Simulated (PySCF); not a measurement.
PBE0 on P- (phosphorus, charge -1), [Ne] 3s2 3p4, high-spin 3P determinant. Computed with PySCF 2.14 in aug-cc-pV(5+d)Z, with no relativity, point nucleus.

```
cycle= 1 E= -341.173370964372  delta_E= -0.00752  |g|= 0.0197  |ddm|= 3.58
cycle= 2 E= -341.173795053696  delta_E= -0.000424  |g|= 0.0166  |ddm|= 0.134
cycle= 3 E= -341.174073987145  delta_E= -0.000279  |g|= 0.00531  |ddm|= 0.0553
cycle= 4 E= -341.17414394893  delta_E= -7e-05  |g|= 0.00211  |ddm|= 0.0368
cycle= 5 E= -341.174161570507  delta_E= -1.76e-05  |g|= 0.000342  |ddm|= 0.0162
cycle= 6 E= -341.17416239318  delta_E= -8.23e-07  |g|= 5.79e-05  |ddm|= 0.00425
cycle= 7 E= -341.17416240894  delta_E= -1.58e-08  |g|= 4.42e-06  |ddm|= 0.000589
cycle= 8 E= -341.174162408976  delta_E= -3.58e-11  |g|= 5.89e-07  |ddm|= 1.95e-05
converged SCF energy = -341.174162408976  <S^2> = 2.0109089  2S+1 = 3.0072638
```

Highest occupied orbital energy: 1.006 eV; ⟨L²⟩ = 2.05; populations by l: s 6.00, p 10.00, d 0.00, f 0.00.

Task: Can this result be used?

Result: With care. The calculation finished and met its thresholds. At PBE0 the highest occupied level has a positive energy, so only the finite basis holds that electron; in a semilocal or global hybrid functional this comes from self-interaction and does not mean that the real anion is unbound.
